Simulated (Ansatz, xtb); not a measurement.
# Isomers of GeH4Si in order of energy

5 gas-phase structures of GeH4Si, found in a search over its isomers (lower ones may exist). Each was relaxed with GFN2-xTB:

A. `[SiH][GeH3]`, a singlet
B. `[SiH3][GeH]`, a triplet
C. `[SiH3][GeH]`, a singlet
D. a singlet given by its coordinates
E. `[SiH][GeH3]`, a triplet

D (Å):

```xyz
6

Ge    0.4573    0.2489   -2.0606
Si   -0.3941   -0.4095    0.0172
H     1.3774   -1.0498   -1.8296
H    -0.6260    0.2826    1.3020
H     1.4765    1.1008   -1.1601
H    -0.8529   -1.7329    0.4843
```

Close contacts (Å): Ge1–Si2 2.34, Ge1–H3 1.61, Ge1–H5 1.60, Si2–H4 1.48, Si2–H6 1.48.

**Question.** Which do you expect lowest at r2SCAN-D4/def2-SVP, and how would the others follow?

**Answer.** Calculated order at r2SCAN-D4/def2-SVP: C (0.0), D (13.4), B (14.0), A (17.9), E (22.4) kcal/mol. Less than 1 kcal/mol parts D and B, so the order within that pair means little.

Energies above the lowest of each column, in kcal/mol; the last columns are at r2SCAN-D4/def2-TZVP geometries and were run for some of them only (a dash: not run or not comparable):

| structure | GFN2-xTB | HF/STO-3G | r2SCAN-D4/def2-SVP | r2SCAN-D4/def2-TZVP | CCSD(T)/def2-TZVPP |
| --- | --- | --- | --- | --- | --- |
| C | 0.0 | 5.3 | 0.0 | 0.0 | 0.0 |
| D | 7.9 | 42.8 | 13.4 | 0.4 | 0.9 |
| B | – | 9.4 | 14.0 | 11.0 | – |
| A | 21.2 | 0.0 | 17.9 | 15.8 | – |
| E | – | 5.3 | 22.4 | – | – |

CCSD(T)/def2-TZVPP puts C lowest of those it was run on, with D within 1 kcal/mol; HF/STO-3G picks A. Some further structures that were screened fall inside this span and aren't listed. Frequencies (r2SCAN-D4/def2-TZVP) were run for C, D alone. GFN2-xTB has no spin polarisation and isn't compared across spin states. Open shells are spin-unrestricted.

Programs: Ansatz 0.2.0, xtb 6.7.1.
